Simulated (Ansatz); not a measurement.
# Relative stability

Two relaxed structures of CH3SSe (charge -1), closed shell (PBE0-D4/def2-TZVPD; forces vanish, vibrations not checked).

A:

```csv
atom,x (Å),y (Å),z (Å)
S1,-1.5296,-1.3188,0.1123
C2,-0.2083,-0.2665,-0.2550
Se3,1.0788,0.0832,1.1169
H4,0.3196,-0.5052,-1.1761
H5,-1.0486,-2.5980,0.3503
H6,0.7370,1.4878,1.4788
```

B:

| atom | x (Å) | y (Å) | z (Å) |
| --- | --- | --- | --- |
| S1 | 2.9157 | 0.4916 | 1.4299 |
| C2 | -0.0264 | 0.1491 | -0.4641 |
| Se3 | 0.8412 | 1.0147 | 0.9296 |
| H4 | 0.2372 | -0.9115 | -0.5071 |
| H5 | 0.2772 | 0.6633 | -1.3812 |
| H6 | 0.1768 | 0.2664 | 2.0261 |

Program: Ansatz 0.2.0. Basis: def2-TZVPPD. Cores are frozen in the correlated methods. Filled d shells of the heavier atoms are correlated. The def2 sets are not built for correlating such inner shells, so the correlated values are less sure here. B3LYP uses VWN-RPA correlation.

Q: Which structure is lower at CCSD(T), and by how much? (To be estimated.)

A: The calculation gives: A, by 3.81 kcal/mol (electronic energy, against the other). By their contacts, A is CH₃SSe ([SH][CH][SeH]), total charge -1 and B is CH₃SSe ([CH2][SeH][S]), total charge -1.

All methods give the same order:

| method | E(B) − E(A) (kcal/mol) |
| --- | --- |
| PBE-D4 | 2.39 |
| r2SCAN-D4 | 2.81 |
| PBE0-D4 | 4.32 |
| B3LYP-D4 | 3.60 |
| wB97M-V | 6.04 |
| HF | 6.49 |
| MP2 | 4.20 |
| CCSD | 4.90 |
| CCSD(T) | 3.81 |

The T1 diagnostic stays at or below 0.016.

Labels in which every atom is bracketed show which atoms are joined, not bond orders.

For scale, one of the runs: CCSD(T)/def2-TZVPPD, 196 basis functions, launched by `ansatz run in.yaml --threads 2 --pin off --events-out ev --progress --plain --max-ram 4352MiB`. Hardware: 2 CPU threads of an AMD EPYC 7R13, shared host. Wall time 78 s; peak host memory 2.2 GiB.
